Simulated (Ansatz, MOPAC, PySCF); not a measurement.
Noncovalent pair: HF (SMILES F) (first 2 atoms) with CH4S (SMILES CS); geometry from B3LYP-D3(BJ)/def2-TZVP.
(charge 0, multiplicity 1):
```xyz
8

F      0.3113     0.5176    -0.5861
H      0.4766     0.0595     0.2238
C      0.2261     1.1784     2.8118
S      0.6235    -0.5291     2.3040
H     -0.1410     1.1993     3.8348
H      1.1606     1.7330     2.7548
H     -0.4935     1.6253     2.1309
H     -0.6236    -1.0245     2.3712
```

Counterpoise-corrected where a basis set is named; no monomer relaxation.

Frozen-core correlation. The state that PM7 reach isn't checked; PM7 holds dispersion and hydrogen-bond terms.

Codes used: Ansatz (a program for electronic structure) with Gaussian orbitals; MOPAC for PM7 (differences of heats of formation); PySCF for the dispersion terms. 

Question: One of these levels gives -33.8 kJ/mol for the interaction energy. Name it.
A. PBE/def2-TZVPPD
B. PM7
C. B2PLYP-D4/def2-TZVPPD
D. MP2/aug-cc-pV(D+d)Z

Answer: A, PBE/def2-TZVPPD. The others give 4.3 (PM7), -30.3 (B2PLYP-D4/def2-TZVPPD), -25.8 (MP2/aug-cc-pV(D+d)Z)
